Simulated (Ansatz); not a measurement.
Basis sets compared for Sn(NH2)Me3 (C₃H₁₁NSn). The state is a singlet with charge 0. Geometry PBE0-D4/def2-SVP. Ansatz on 4 threads of Arm Neoverse V2 on a shared host; times are rough, and most runs start from earlier orbitals.

```xyz
16

Sn   -0.122   -0.025   -0.026
N    -2.029   -0.559   -0.584
H    -2.262   -1.523   -0.350
H    -2.200   -0.452   -1.582
C     0.085    2.028   -0.621
H     1.003    2.461   -0.197
H    -0.778    2.604   -0.258
H     0.133    2.116   -1.716
C     1.410   -1.242   -0.941
H     2.405   -0.919   -0.600
H     1.370   -1.151   -2.037
H     1.276   -2.300   -0.671
C    -0.077   -0.233    2.111
H    -0.233   -1.282    2.405
H    -0.873    0.379    2.557
H     0.893    0.099    2.511
```

In the def2 sets Sn takes a core potential; there is no spin–orbit coupling.

Binding counts from free atoms (Sn triplet, N quartet, H doublet, C triplet) in the same basis, without a counterpoise term.

| level | functions | energy (Eh) | HOMO (eV) | LUMO (eV) | binding per atom (eV) | wall time |
| --- | --- | --- | --- | --- | --- | --- |
| PBE-D4/def2-SVP | 137 | -389.6099 | -5.01 | 0.00 | 3.67 | 1.1 s |
| PBE-D4/def2-TZVP | 240 | -389.8307 | -5.36 | -0.49 | 3.68 | 2.1 s |
| PBE0-D4/def2-SVP | 137 | -389.6551 | -6.47 | 0.89 | 3.63 | 1.5 s |
| PBE0-D4/def2-TZVP (with forces) | 240 | -389.8684 | -6.72 | 0.34 | 3.64 | 4.9 s |
| ωB97M-V/def2-TZVP | 240 | -389.9147 | -9.05 | 1.79 | 3.64 | 10 s |

Question: Estimate the rows for PBE-D4/def2-TZVPD, PBE0-D4/def2-TZVPD, ωB97M-V/def2-TZVPD.

Answer: 
| level | functions | energy (Eh) | HOMO (eV) | LUMO (eV) | binding per atom (eV) | wall time |
| --- | --- | --- | --- | --- | --- | --- |
| PBE-D4/def2-TZVPD | 303 | -389.8329 | -5.42 | -0.94 | 3.69 | 3.4 s |
| PBE0-D4/def2-TZVPD | 303 | -389.8702 | -6.77 | -0.28 | 3.64 | 4.8 s |
| ωB97M-V/def2-TZVPD | 303 | -389.9167 | -9.09 | 0.52 | 3.64 | 16 s |
